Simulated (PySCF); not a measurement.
Bonding in `CCC1=CCCP1C(F)(F)F`

Species: C7H10F3P.
Atom-mapped SMILES: `[CH3:1][CH2:2][C:3]1=[CH:4][CH2:5][CH2:6][P:7]1[C:8]([F:9])([F:10])[F:11]` (hydrogens: H12, H13, H14 on C1; H15, H16 on C2; H17 on C4; H18, H19 on C5; H20, H21 on C6)

Cartesian coordinates in Å at the GFN2-xTB level; atoms count from 1:
```
atom  x, y, z in Å
C1     2.7063    0.5529   -0.5587
C2     1.8567    0.2561    0.6741
C3     0.5027   -0.2459    0.2878
C4    -0.0623   -1.3969    0.6396
C5    -1.4402   -1.6900    0.1425
C6    -1.7957   -0.6382   -0.9205
P7    -0.5648    0.7535   -0.8220
C8    -1.4110    1.7011    0.5973
F9    -2.4790    2.3780    0.1432
F10   -0.5761    2.6027    1.1362
F11   -1.8535    0.9370    1.6102
H12    2.2122    1.2986   -1.1805
H13    3.6799    0.9377   -0.2660
H14    2.8491   -0.3490   -1.1500
H15    1.7442    1.1755    1.2560
H16    2.3510   -0.4851    1.3057
H17    0.4184   -2.1113    1.2911
H18   -1.4957   -2.6979   -0.2737
H19   -2.1360   -1.6467    0.9849
H20   -1.7026   -1.0599   -1.9245
H21   -2.8126   -0.2553   -0.8185
```

Bond orders from the PBE0/pcSseg-1 density (PySCF). Isolated species at its GFN2-xTB geometry (one conformer only).

**Question.** Where do the orders between heavy atoms depart from those drawn in the SMILES?

**Answer.** The largest departure is 0.173, at C3–C4 (drawn double, 1.827). Drawn single, order below 0.88: P7–C8 (0.868).

**Question.** Give the Mayer order of every bond between heavy atoms, beside its length.

**Answer.** 
```json
{"bond": "C1–C2", "drawn as": "single", "length (Å)": "1.526", "Mayer order": "1.046"}
{"bond": "C2–C3", "drawn as": "single", "length (Å)": "1.495", "Mayer order": "1.030"}
{"bond": "C3–C4", "drawn as": "double", "length (Å)": "1.329", "Mayer order": "1.827"}
{"bond": "C4–C5", "drawn as": "single", "length (Å)": "1.494", "Mayer order": "1.053"}
{"bond": "C5–C6", "drawn as": "single", "length (Å)": "1.537", "Mayer order": "1.000"}
{"bond": "C6–P7", "drawn as": "single", "length (Å)": "1.861", "Mayer order": "0.976"}
{"bond": "P7–C8", "drawn as": "single", "length (Å)": "1.905", "Mayer order": "0.868"}
{"bond": "C8–F9", "drawn as": "single", "length (Å)": "1.344", "Mayer order": "0.974"}
{"bond": "C8–F10", "drawn as": "single", "length (Å)": "1.342", "Mayer order": "0.973"}
{"bond": "C8–F11", "drawn as": "single", "length (Å)": "1.344", "Mayer order": "0.963"}
{"bond": "P7–C3", "drawn as": "single", "length (Å)": "1.836", "Mayer order": "0.930"}
```

By pair of heavy elements: C–C: lowest C5–C6 (1.000, 1.537 Å), highest C3–C4 (1.827, 1.329 Å). C–P: lowest P7–C8 (0.868, 1.905 Å), highest C6–P7 (0.976, 1.861 Å); in 1 of the 3 pairs the longer bond (by over 0.003 Å) has the higher order (by 0.02 or more). C–F: all 3 within 0.02 of one another (0.963 to 0.974).

**Question.** And the bonds to hydrogen?

**Answer.** C–H: 0.93 to 0.97 (10 bonds).

**Question.** Sum the orders of all bonds at each heavy atom with more than one neighbour and set the sums beside the valence in the SMILES.

**Answer.** C1 3.939 (drawn 4), C2 3.956 (drawn 4), C3 3.787 (drawn 4), C4 3.854 (drawn 4), C5 3.919 (drawn 4), C6 3.852 (drawn 4), P7 2.774 (drawn 3), C8 3.778 (drawn 4). Orders between atoms that aren't bonded are not in these sums.

For a closed shell the Mayer order of atoms A and B is Σ (PS)μν (PS)νμ over the basis functions μ on A and ν on B, with P the density and S the overlap matrix.

These values come from a run that also computed NMR shieldings. Time: 53 s wall. Hardware: one thread, Arm Neoverse V1, shared host.
